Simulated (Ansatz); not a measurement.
Basis sets compared for `c1coc(-c2ccc(-c3ccc(-c4ccc(-c5ccco5)o4)o3)o2)c1`. Total charge 0; singlet. Geometry PBE-D4/def2-SVP. Ansatz on 2 threads of AMD EPYC 7R13 on a shared host and a share (18 GiB) of an NVIDIA H100 80GB HBM3; times are rough, and most runs start from earlier orbitals.

```xyz
37

C    -3.0988    6.9083    2.0856
C    -3.7452    6.4157    3.1963
O    -3.5141    5.0778    3.3297
C    -2.7075    4.7010    2.2885
C    -2.3321    3.3170    2.2277
C    -2.6212    2.2233    3.0327
C    -1.9539    1.1093    2.4521
C    -1.2964    1.5897    1.3261
C    -0.4687    0.9614    0.3417
C     0.1933    1.4292   -0.7873
C     0.8567    0.3083   -1.3582
C     0.5608   -0.7789   -0.5448
C     0.9254   -2.1624   -0.5886
C     0.6255   -3.2462    0.2285
C     1.2876   -4.3685   -0.3401
C     1.9528   -3.9057   -1.4695
C     2.7825   -4.5604   -2.4452
C     3.2008   -5.8766   -2.5886
C     4.0159   -5.9096   -3.7626
C     4.0387   -4.6224   -4.2508
O     3.2953   -3.7980   -3.4605
O     1.7313   -2.5628   -1.6198
O    -0.2457   -0.3830    0.4904
O    -1.5262    2.9339    1.1881
C    -2.4225    5.7975    1.4891
H    -3.1073    7.9462    1.7352
H    -4.3819    6.8656    3.9642
H    -3.2435    2.2407    3.9329
H    -1.9445    0.0725    2.8023
H     0.1902    2.4629   -1.1469
H     1.4807    0.2808   -2.2571
H     0.0008   -3.2173    1.1266
H     1.2833   -5.3997    0.0283
H     2.9493   -6.7123   -1.9272
H     4.5233   -6.7799   -4.1932
H     4.5166   -4.1480   -5.1137
H    -1.8015    5.7907    0.5880
```

Single mean-field runs in def2-SVP, def2-TZVP are fitted with def2-universal-jkfit.

Binding counts from free atoms (C triplet, O triplet, H doublet) in the same basis, without a counterpoise term.

```
           level  functions  energy (Eh)  HOMO (eV)  LUMO (eV)  binding per atom (eV)  wall time
 PBE-D4/def2-SVP        410   -1143.3006      -4.25      -2.29                   5.68        7 s
PBE0-D4/def2-SVP        410   -1143.3232      -5.02      -1.70                   5.50       10 s
```

Question: Estimate the rows for PBE-D4/def2-TZVP, PBE0-D4/def2-TZVP (with forces).

Answer: 
```json
{"level": "PBE-D4/def2-TZVP", "functions": "847", "energy (Eh)": "-1144.5365", "HOMO (eV)": "-4.29", "LUMO (eV)": "-2.39", "binding per atom (eV)": "5.57", "wall time": "14 s"}
{"level": "PBE0-D4/def2-TZVP (with forces)", "functions": "847", "energy (Eh)": "-1144.5555", "HOMO (eV)": "-4.99", "LUMO (eV)": "-1.75", "binding per atom (eV)": "5.40", "wall time": "16 s"}
```
